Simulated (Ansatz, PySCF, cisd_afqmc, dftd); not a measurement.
Species: C2H2O, charge 0, singlet. C2H2O (SMILES OC#C).
B3LYP-D3(BJ)/def2-TZVP minimum from Ansatz (a quantum-chemistry and plane-wave program):
```xyz
5

C      1.3080    -0.1153    -0.1364
C      0.1216    -0.0059    -0.0156
O     -1.1689     0.1846     0.0722
H      2.3584    -0.2191    -0.2392
H     -1.5848    -0.5301     0.5735
```

Property: enthalpy of formation at 298 K (by atomisation, with ideal-gas terms from PySCF's Hessian at B3LYP-D3(BJ)/def2-TZVP and the atoms' measured values of the G2/97 table; no spin-orbit terms), in kJ/mol. Open shells are spin-unrestricted; no spin-orbit coupling. Cores are frozen in correlated methods. Rows without X2C or -DK are non-relativistic. AFQMC/CISD: phaseless, guided by CISD from CCSD amplitudes; bars are statistical, one sigma. Outlying blocks are dropped, and bars are widened where a walk drifts. Over all cases where full CI ran beside it in this data, AFQMC minus full CI had a median of +0.1 mEh and passed +0.4 mEh in a tenth of the cases. CBS(X,Y): correlation extrapolated as X^-3, Hartree-Fock from the larger set (Q,5: extrapolated as (X+1)exp(-9√X)). A bracket is a step between two methods taken in the basis named. The functionals are non-relativistic, so their misses hold any scalar relativity. Double hybrids freeze cores in their MP2 part. 'core' is core correlation in cc-pwCVTZ, 'X2C' scalar relativity in cc-pVTZ-DK, both at CCSD(T). Where a partner has so few electrons that a lower coupled-cluster level is exact, that level stands in.

Measured: 22.2 kcal/mol, 92.7 kJ/mol (Active Thermochemical Tables 1.112 (ions: stationary electron), as tabulated in the package chemicals); atomic spin-orbit terms, which the calculations lack, would raise the computed values.

| level | program | enthalpy of formation at 298 K (kJ/mol) | error against that value |
|---|---|---|---|
| r2SCAN-D3(BJ)/def2-TZVPD | Ansatz + dftd3 | 94.9 | 2.2 |
| PBE0-D3(BJ)/def2-TZVPD | Ansatz + dftd3 | 84.7 | -8.0 |
| CAM-B3LYP-D4/def2-TZVPD | Ansatz + dftd4 | 93.4 | 0.7 |
| B2PLYP-D3(BJ)/def2-TZVPD | Ansatz + dftd3 | 110.6 | 17.9 |
| B2GP-PLYP-D4/def2-TZVPD | Ansatz + dftd4 | 122.9 | 30.2 |
| MP2/cc-pVDZ | Ansatz | 221.5 | 128.8 |
| CCSD/cc-pV5Z | Ansatz | 165.7 | 73.0 |
| AFQMC/CISD/cc-pVTZ | cisd_afqmc | 164.3 ± 1.1 | 71.6 |
| CCSD(T)/CBS(cc-pVQZ,cc-pV5Z) + [CCSDT(Q) - CCSD(T)]/cc-pVDZ + core + X2C | Ansatz | 89.9 | -2.8 |
| CCSD(T)/CBS(cc-pVQZ,cc-pV5Z) + [AFQMC/CISD - CCSD(T)]/cc-pVTZ + core + X2C | Ansatz + cisd_afqmc | 93.1 ± 1.1 | 0.4 |
| CCSD(T)/CBS(cc-pVQZ,cc-pV5Z) + [CCSDT(Q) - CCSD(T)]/cc-pVTZ + core + X2C | Ansatz | 92.2 | -0.5 |
